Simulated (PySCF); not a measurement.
# Dipole response of Ar²⁺ (argon, charge +2)

[Ne] 3s2 3p4, high-spin 3P determinant. All numbers are calculated (PySCF 2.14, the non-relativistic Hamiltonian (point nucleus), in aug-cc-pV(Q+d)Z (7s6p5d3f2g, 89 functions)). Coupled (time-dependent) response in atomic units; α is the mean over directions.

```csv
method,mean α (bohr³),"α xx, yy, zz",C₆ (like pair),S(−4)
UHF,4.797,"4.865, 4.662, 4.865",16.82,5.649
PBE,4.829,"4.862, 4.763, 4.862",16.96,5.702
PBE0,4.797,"4.840, 4.712, 4.840",16.81,5.611
BHandHLYP,4.788,"4.835, 4.693, 4.835",16.76,5.573
LC-wPBE,4.788,"4.833, 4.697, 4.833",16.75,5.602
```

S(−4) is the Cauchy moment in α(ω) = α(0) + S(−4) ω² + …

α(iu) at BHandHLYP:

| u (hartree) | α(iu) (bohr³) |
| --- | --- |
| 0 | 4.788 |
| 0.0500 | 4.774 |
| 0.100 | 4.733 |
| 0.200 | 4.576 |
| 0.300 | 4.340 |
| 0.500 | 3.738 |
| 0.750 | 2.960 |
| 1.00 | 2.308 |
| 1.50 | 1.441 |
| 2.00 | 0.9636 |
| 3.00 | 0.5164 |
| 5.00 | 0.2285 |

For an ion, C₆ is the dispersion term alone; charge-induced terms of lower order in 1/R come first.

The components differ because the open shell of this determinant is not spherical; for a pure term their mean is the scalar polarisability.
